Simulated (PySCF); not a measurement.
MoS2ClBr, SMILES [S]=[Mo](=[S])([Cl])[Br], multiplicity 1.

The structure is a stationary point at B3LYP-D3(BJ)/def2-SVP. The spin state was assumed, not searched. The structure was generated by enumeration; whether it is a known compound was not checked. The def2 effective core potentials stand for the cores of Mo; spin–orbit coupling is left out.

Method: M06-2X/def2-TZVP run with PySCF.

Symmetry labels are those of the subgroup Cs that the program uses (full group Cs).

Computed valence orbital energies around the gap with their symmetry:
```tsv
orbital	symmetry	energy (eV)
HOMO−7	A"	-11.99
HOMO−6	A'	-11.73
HOMO−5	A'	-10.92
HOMO−4	A"	-10.84
HOMO−3	A'	-10.50
HOMO−2	A'	-9.67
HOMO−1	A"	-9.65
HOMO	A"	-8.82
LUMO	A'	-3.28
LUMO+1	A"	-3.06
LUMO+2	A'	-2.36
LUMO+3	A'	-1.95
```
